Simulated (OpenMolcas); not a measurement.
## Cu2+ in CaF2: curves along the breathing mode

Cu2+ with its 8 nearest fluoride ions, on the Ca site of CaF2 (a = 5.46294 Å, distance in the model lattice 2.366 Å). The rest of the host is ab initio model potentials to 7.6 Å and point charges beyond; the distance is set by hand and nothing relaxes. Ligand basis ANO-RCC-VDZP.

* Program: OpenMolcas 26.06
* Method: SS-CASPT2, IPEA 0.25 Eh, imaginary shift 0.1 Eh (closed shells correlated: 3s 3p and the ligand valence shells)
* Basis: ANO-RCC-VDZP [5s4p2d1f]
* Scalar Hamiltonian: DKH2, point nucleus
* Active space: 9 electrons in 5 orbitals (3d)
* State averaging: 2S+1 = 2 even, 5 roots
* Spin-orbit coupling: RASSI with atomic mean-field integrals over the reference wave functions

Spin-free energies (labels of O, the rotations of Oh) in cm-1 above the lowest fitted minimum, as all ligands move together:

| R (Å) | 2T2 | 2E |
| --- | --- | --- |
| 2.091 | 130 | 5250 |
| 2.14 | 620 | 5120 |
| 2.189 | 3660 | 7620 |
| 2.238 | 8940 | 12430 |
| 2.288 | 16340 | 19440 |
| 2.337 | 25350 | 28120 |
| 2.386 | 35870 | 38400 |

Cubic fits give the following; the wavenumber is harmonic, with the mass of all moving ligands, small differences in it between states hang on the degree of the fit, a number in brackets counts states of one label, and the table is a selection of at most 14 states with clean curves.

```json
{"State": "2T2", "R0 (Å)": "2.106", "Breathing mode (cm-1)": "498", "Minimum (cm-1)": "0"}
{"State": "2E", "R0 (Å)": "2.117", "Breathing mode (cm-1)": "499", "Minimum (cm-1)": "4850"}
```

The minimum of 2E is shifted by +0.0113 Å against 2T2 (from the unrounded fits). With M = 152.0 u for the moving shell, the Huang-Rhys factor in this mode is S = M ω ΔR² / 2ħ = 0.01483 × 152.0 × 498 × 0.0113² = 0.14. Only the first shell moves, against a rigid host.

Roots that are degenerate in the reference are averaged as groups; the widest CASPT2 spread within a group is 150 cm-1 (the 3-fold group of multiplicity 2 near 0 cm-1 above the lowest state of its run, R = 2.091). Shifts and gaps below about the spread of the groups concerned are not significant. Over all roots computed the reference weight is 0.69 in R = 2.091, 0.69 in R = 2.14, 0.69 in R = 2.189, 0.69 in R = 2.238, 0.69 in R = 2.288, 0.69 in R = 2.337, 0.69 in R = 2.386; a low but even weight reflects the number of correlated electrons. An orbital triplet at a regular site is open to Jahn-Teller coupling, which can distort the site and quench the lowest spin-orbit gaps and is left out. A single d shell leaves out the double-shell effect, which counts most for late 3d ions, where the CASPT2 field can be off either way by tens of per cent. Ligand-to-metal charge-transfer states are missing. With one d shell and no ligand orbital active, 10Dq can be off by tens of per cent for divalent 3d ions, low with halides held by bare charges and at times high in hosts. Free-ion shares, where given, are those of the reference states; single-state CASPT2 does not remix them. No measured value stands beside these numbers.
